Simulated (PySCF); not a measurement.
A side-by-side comparison of computed properties.

First species: C₇H₇OPS.
Z-matrix (Å and degrees, GFN2-xTB geometry), rows numbered from 1:
```
C 
S   1  1.8219
C   2  1.7933  1   97.63
C   3  1.3871  2  116.57  1   -84.94
C   4  1.3778  3  123.94  2   179.17
P   5  1.7388  4  125.46  3    -0.11
C   6  1.7289  5   99.35  4     0.15
C   7  1.3895  6  126.74  5     0.27
C   8  1.4780  3  120.97  2     1.00
O   9  1.2037  8  124.50  3  -174.73
H   1  1.0860  2  109.62  3    58.87
H   1  1.0864  2  109.40  3   -62.66
H   1  1.0847  2  106.44  3   178.16
H   4  1.0827  3  117.20  2    -1.14
H   5  1.0832  4  117.81  3   179.60
H   7  1.0847  6  117.65  5   179.99
H   9  1.1036  8  114.14  3     5.39
```

Second species: C4H13NOSi2.
Z-matrix (Å and degrees, GFN2-xTB geometry), rows numbered from 1:
```
C 
C   1  1.3262
C   2  1.4996  1  120.91
Si  2  1.8997  1  123.09  3  -178.41
O   4  1.6330  2  111.50  1    -9.13
Si  4  2.2977  2  111.00  1   117.06
N   6  1.7233  4  107.46  2   -31.92
C   7  1.4417  6  122.83  4   177.41
H   1  1.0812  2  122.65  3    -0.46
H   1  1.0777  2  121.73  3  -179.24
H   3  1.0891  2  109.75  1   117.89
H   3  1.0898  2  110.51  1  -124.06
H   3  1.0887  2  111.63  1    -2.66
H   4  1.4641  2  108.19  1  -116.56
H   5  0.9527  4  121.48  2    67.31
H   6  1.4806  4  111.50  2    92.55
H   6  1.4730  4  116.64  2  -147.76
H   7  1.0091  6  118.94  4    28.87
H   8  1.0960  7  112.54  6   -84.23
H   8  1.0921  7  110.50  6   154.47
H   8  1.0873  7  108.55  6    35.26
```

Levels: PBE0/pcSseg-1 for dipole moment, HOMO energy, LUMO energy and HOMO–LUMO gap; GFN2-xTB for rotational constant A and rotational constant C. Geometries: GFN2-xTB. Each species is one conformer at its optimised geometry, gas phase, non-relativistic unless stated. Electronic properties by PySCF.

Dipoles, sizes and rotational constants follow the conformer. The torsions of the flexible species, by atom-mapped SMILES:
- `[CH3:1][S:2][c:3]1[cH:4][cH:5][p:6][cH:7][c:8]1[CH:9]=[O:10]`: C1–S2–C3–C4 -85°, C7–C8–C9–O10 5°
- `[CH2:1]=[C:2]([CH3:3])[Si@@H:4]([OH:5])[SiH2:6][NH:7][CH3:8]`: C1–C2–Si4–O5 -9°, C2–Si4–Si6–N7 -32°, Si4–Si6–N7–C8 177°, H–O5–Si4–C2 67°

Question: Which of the two has the higher dipole moment, and by how much?

Answer: The first: 3.66 D against 2.50 D, a difference of 1.16 D.

Question: Which of the two has the higher LUMO energy, and by how much?

Answer: The second: -0.32 eV against -2.45 eV, a difference of 2.13 eV.

Question: Which has the higher HOMO energy?

Answer: The second: -6.66 eV against -6.90 eV, a difference of 0.24 eV.

Question: Which of the two has the higher rotational constant C, and by how much?

Answer: The second: 0.722 GHz against 0.551 GHz, a difference of 0.171 GHz.

Question: Which of the two has the higher rotational constant A, and by how much?

Answer: The second: 1.715 GHz against 1.322 GHz, a difference of 0.393 GHz.

Question: Which of the two has the higher HOMO–LUMO gap, and by how much?

Answer: The second: 6.34 eV against 4.45 eV, a difference of 1.89 eV.

On the first: The dipole equals about 12.2 × 10⁻³⁰ C·m (1 D = 3.33564 × 10⁻³⁰ C·m). A dipole of 3.66 D is allowed in C1, and pure rotational transitions are dipole-allowed. GFN2-xTB frequencies show an imaginary mode (49i cm⁻¹), so this geometry is no minimum at that level.

On the second: A dipole of 2.50 D is allowed in C1, and pure rotational transitions are dipole-allowed. The dipole matches unit charges of opposite sign 0.52 Å apart (1 e·Å = 4.8032 D).
